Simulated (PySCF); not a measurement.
Predicted microwave data (PySCF 2.14.0, PBE0-D3(BJ)/def2-SVP geometry optimisation, gas phase, def2 core potentials past Kr) for one isomer of C5H14OSn:

```
Rotational constants : A = 3132, B = 803.8, C = 756.5 MHz
Dipole components    : |μa| = 0.95 D, |μb| = 0.62 D, |μc| = 0.05 D
Inertial defect      : -122.11 u·Å²
κ                    : -0.96
```

**Question.** Which structure is it? (One computed conformer of each.)
A. `[O](C(C)C)[SnH]([CH3])[CH3]` (SnHMe2(OiPr))
B. SnH2Me(OtBu) (`CC(C)(C)[O][SnH2][CH3]`)
C. `CC[O][Sn]([CH3])([CH3])[CH3]` (Sn(OEt)Me3)

**Answer.** B. It is [H][Sn]([H])([CH3])[O]C(C)(C)C, a near-prolate asymmetric top. The candidates at the same level (rigid rotor, commonest isotopes):

| SMILES | A (MHz) | B (MHz) | C (MHz) | μa (D) | μb (D) | μc (D) | Δ (u·Å²) | point group | rotor |
| --- | --- | --- | --- | --- | --- | --- | --- | --- | --- |
| [H][Sn]([H])([CH3])[O]C(C)(C)C | 3132 | 803.8 | 756.5 | 0.95 | 0.62 | 0.05 | -122.11 | near Cs | near-prolate asymmetric top |
| [H][Sn]([CH3])([CH3])[O]C(C)C | 2710 | 916.2 | 755.1 | 1.47 | 0.79 | 0.42 | -68.74 | C1 | asymmetric top |
| CC[O][Sn]([CH3])([CH3])[CH3] | 2255 | 934.4 | 925.5 | 1.81 | 1.17 | 0.02 | -218.95 | near Cs | – |

`[H][Sn]([CH3])([CH3])[O]C(C)C` has B 14 % too high; `CC[O][Sn]([CH3])([CH3])[CH3]` has A 28 % too low. No structure here is proved a minimum.
